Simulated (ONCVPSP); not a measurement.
**tellurium, ONCV: configuration errors across variants**

tellurium, optimised norm-conserving Vanderbilt (ONCV), made with ONCVPSP 4.0.1 (LDA (Perdew-Wang 92), scalar-relativistic). Core [Ar] 3d10, reference 4s2 4p6 4d10 5s2 5p4. Waves: 4s+5s: rc 1.40 bohr, ncon 5, nbas 9, qcut 9.5 1/bohr, 2 projectors; 4p+5p: rc 1.45 bohr, ncon 4, nbas 8, qcut 12 1/bohr, 2 projectors; 4d: rc 0.90 bohr, ncon 4, nbas 9, qcut 12.7 1/bohr, 1 projector. Local part: polynomial inside 0.85 bohr (lpopt 5, dvloc0 0 Ha). Core correction: Teter function fitted to the true core (icmod 2), fcfact 0.35.

All-electron excitation energies from the reference (eV): (1) 4s2 4p6 4d10 5s2 5p3 9.910; (2) 4s2 4p6 4d10 5s2 5p2 28.078; (3) 4s2 4p6 4d10 5s2 5p1 55.305; (4) 4s2 4p6 4d10 5s2 5p0 92.207.

2 further variants failed, have other tests or too few solved ones, and are left out.

Errors AE − PS in meV (a dash: test not solved or not reliable):

```csv
change,(1),(2),(3),(4),bound ghosts,GHOST(+) flags above zero
base,-2.3,-6.7,-14,-24,none,s
d: rc 1.04,-2.3,-6.7,-14,-24,none,s
d: nbas 7,-2.3,-6.7,-14,-24,none,s
"local potential polynomial inside 0.75 bohr (lpopt 5, dvloc0 6 Ha)",-2.3,-6.7,-14,-24,none,s
"local potential polynomial inside 0.85 bohr (lpopt 5, dvloc0 1.5 Ha)",-2.3,-6.7,-14,-24,none,s
s: qcut 10.7,-2.3,-6.8,-14,-25,none,s
s: rc 0.92,-2.3,-7.1,-15,-27,none,s
"core correction Teter function fitted to the true core (icmod 2), fcfact 0.18",-2.3,-6.7,-14,-24,none,s
"all radii but the core radius scaled by about 1.09 (s 1.52, p 1.58, d 0.98 bohr); local potential polynomial inside 0.92 bohr (lpopt 5, dvloc0 0 Ha)",-2.4,-7.0,-14,-25,none,s
```

Problem. Give the same row for: p: ncon 3, nbas 7.

Solution. -2.2, -6.6, -14, -24; bound ghosts: none; GHOST(+) flags above zero: s.
